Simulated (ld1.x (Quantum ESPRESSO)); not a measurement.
Plane-wave convergence, TM semilocal potential for Dy

| Property | Result |
| --- | --- |
| Element | dysprosium (Dy) |
| Generator | ld1.x (Quantum ESPRESSO) 7.5 |
| Type | norm-conserving Troullier–Martins (semilocal form) |
| Functional | PBE |
| Relativity | scalar-relativistic |
| Frozen core | [Kr] 4d10 |
| Valence charge | 20 |
| Reference configuration | 4f9.5 5s2 5p6 5d0.5 6s2 6p0 |
| Partial waves | 5s (bound): rc 2.10 bohr; 5p (bound): rc 2.30 bohr; 5d (bound): rc 3.10 bohr; 4f (bound): rc 1.35 bohr |
| Local potential | the f channel |
| Core correction | Bessel-smoothed model core, default radius (core density twice the valence density) |

Occupied shells without a wave of their own: 6s. They enter only through the test configuration that unscreens the potential, and ld1.x also counts them in the model core charge.

The pseudo-atom Hamiltonian at the reference potential is diagonalised in spherical Bessel functions j_l(qr) that vanish at 20 bohr, with q² up to the cutoff. All-electron valence levels (Ry): 5s -3.7417, 6s -0.2975, 5p -1.9829, 6p -0.0936, 5d -0.1294, 4f -0.4457.

Task: How do the lowest levels (Ry) of each channel move with the cutoff, and are there ghosts?

Result:

```csv
cutoff (Ry),s #1,s #2,p #1,p #2,p #3,d #1,d #2,f #1,f #2,Σ f·Δε (mRy)
8,-3.6838,-0.3610,-1.8641,-0.0848,0.0478,-0.0878,0.0532,0.0565,0.1879,5653.7
15,-3.7191,-0.3694,-1.9816,-0.0978,0.0434,-0.1274,0.0489,0.0565,0.1878,4841.3
25,-3.7392,-0.3723,-1.9825,-0.0981,0.0433,-0.1294,0.0487,0.0565,0.1878,4788.8
35,-3.7403,-0.3731,-1.9829,-0.0982,0.0433,-0.1294,0.0487,0.0565,0.1878,4782.9
50,-3.7416,-0.3732,-1.9829,-0.0982,0.0433,-0.1294,0.0487,0.0565,0.1878,4779.9
70,-3.7417,-0.3733,-1.9829,-0.0982,0.0433,-0.1294,0.0487,0.0565,0.1877,4779.6
100,-3.7417,-0.3733,-1.9829,-0.0982,0.0433,-0.1294,0.0487,0.0564,0.1864,4778.9
140,-3.7417,-0.3733,-1.9829,-0.0982,0.0433,-0.1294,0.0487,-0.3013,0.0566,1381.0
180,-3.7417,-0.3733,-1.9829,-0.0982,0.0433,-0.1294,0.0487,-0.4332,0.0565,127.6
260,-3.7417,-0.3733,-1.9829,-0.0982,0.0433,-0.1294,0.0487,-0.4463,0.0565,3.4
400,-3.7417,-0.3733,-1.9829,-0.0982,0.0433,-0.1294,0.0487,-0.4466,0.0565,0.0
```

Result: no extra level below or beside the all-electron valence levels (s, p, d, f tested); the semilocal form is local in each channel, so this says nothing of the separable form that plane-wave codes build from it; 10 mRy is reached at 230 Ry and 1 mRy at over 300 Ry.

The potential misses its own reference levels by up to 1.0 eV, so it is not fit for use. ld1.x takes every shell without a wave as core, so the model core holds the 6s electrons as well and exchange and correlation see them twice. This cancels in the reference configuration, but the file is broken for other ones, and its errors say nothing about a proper core correction. 1 of 7 tests not solved or not reliable.
